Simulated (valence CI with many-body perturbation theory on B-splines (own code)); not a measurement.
The numbers below are computed, except where a source is named.
Sensitivity of CI+MBPT for W²⁺

Level of theory: relativistic CI+MBPT: four valence electrons over a frozen Dirac-Fock core [Xe] 4f14, radial functions for each j: 6 s, 6 p, 5 d, 5 f, 1 g, with the one-electron correlation potential Σ1 (screened to all orders), the two-electron term Σ2, the three-electron term Σ3, Breit, model QED; selected single and double excitations, second order for the rest, scaled by the run's own slope (own B-spline code, finite nucleus).

Set against measurement, 9 paired levels are off by 329 cm⁻¹ on average, the worst by 496. These come from a selection out of NIST levels as listed in McCann et al., Mon. Not. R. Astron. Soc. 538, 537 (2025). Levels without a partner in it may be off by more, other configurations by 1,000 to 8,000 cm⁻¹. Only levels of the ground parity were solved; by the run's estimate the other parity begins above the list, which can be wrong where configurations are misplaced.

The reference run has the lowest level 5d⁴ ⁵D_0 and an ionisation energy of 25.6773 eV. Its largest variational space holds 10000 state functions.

Names give the largest LS component (configuration and term), which can be under half, so a name can repeat, a term be missing and a line seem to break the LS rules; names also repeat where a configuration has a term twice. Letters in brackets count levels of one name in rising energy.

Changed runs:
A. screening of Σ1 on → off
B. screening of Σ1 on → off; cutoff of virtual states (hartree) 10952 → 120
C. size limit of the variational space 10000 → 1500; second order for the rest on → off
D. highest l in the core sums 6 → 1 (bad on purpose)

Excitation energies of the reference run in cm⁻¹, and shifts in cm⁻¹:

| Level | Reference | A | B | C | D |
| --- | --- | --- | --- | --- | --- |
| 5d⁴ ⁵D_1 | 2019 | +220 | +215 | +664 | -140 |
| 5d⁴ ⁵D_2 | 4107 | +378 | +367 | +1253 | -327 |
| 5d⁴ ⁵D_3 | 5924 | +462 | +447 | +1290 | -529 |
| 5d⁴ ⁵D_4 | 7435 | +474 | +455 | +1529 | -698 |
| 5d⁴ ³P_0 | 10139 | +258 | +212 | +95 | -2103 |
| 5d³6s ⁵F_1 | 11464 | -659 | -800 | +996 | -2314 |
| 5d³6s ⁵F_2 | 12906 | -581 | -725 | +1863 | -2476 |
| 5d⁴ ³P_1 | 13222 | +239 | +168 | +1604 | -2722 |
| 5d⁴ ³H_4 | 13920 | +314 | +292 | +1887 | -60 |
| 5d⁴ ³F_2 | 14452 | +110 | +43 | +1959 | -1879 |
| 5d⁴ ³G_3 [a] | 15281 |  |  | +1956 |  |
| 5d³6s ⁵F_3 | 15404 |  |  | +2362 |  |
| Ionisation energy (eV) | 25.6773 | +0.1683 | +0.1470 | +0.00028 | -0.7490 |

A blank means that the level has no clear partner in that run.
